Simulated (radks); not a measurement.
The numbers below are computed, except where a source is named.
Problem. Valence configurations of neutral nitrogen (all share [He]). Level of theory: scalar-relativistic Kohn-Sham, PBE, spin-polarised, spherical densities, point nucleus; open shells are filled with parallel spins first (a radial shooting solver on a logarithmic mesh with Libxc functionals). Order these by energy: 2s1 2p4; 2s2 2p3; 2p5; 2s1.5 2p3.5; 2s0.5 2p4.5.

Solution. From the lowest, in eV above it: 2s2 2p3 0.000; 2s1.5 2p3.5 5.566; 2s1 2p4 11.101; 2s0.5 2p4.5 18.842; 2p5 25.791. NIST lists [He] 2s2 2p3 as the ground configuration; this level of theory agrees among the configurations tried. The energies are those of spherical high-spin densities, not of single terms.
